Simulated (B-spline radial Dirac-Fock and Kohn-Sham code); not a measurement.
Z = 16 (sulfur), transition energy 12 keV. Model: a Dirac-Hartree-Slater potential of the neutral atom with a Latter tail (no hole, which puts coefficients of high multipoles low close above an edge), finite nucleus with surface currents. Program: an atomic code on a B-spline grid. Subshells that would emit electrons below 1 keV are left out.

Task: A pure transition shows α(K) = 8.47, L1/L2 = 18.4 and L1/L3 = 9.57. What is its multipolarity?
A. M2
B. M1
C. E4
D. E2
E. E3
F. E1
G. M3
H. M4

Result: F. For comparison, α(K), L1/L2, L1/L3 are E2 565, 3.07, 1.63; E3 30900, 0.663, 0.356; E4 1.65e+06, 0.204, 0.110; M1 1.84, 23.4, 49.8; M2 140, 12.6, 7.33; M3 8870, 7.79, 1.91; M4 552000, 5.43, 0.877.

Values without a named source are computed, but for edge energies of neutral atoms, which are taken from tables.
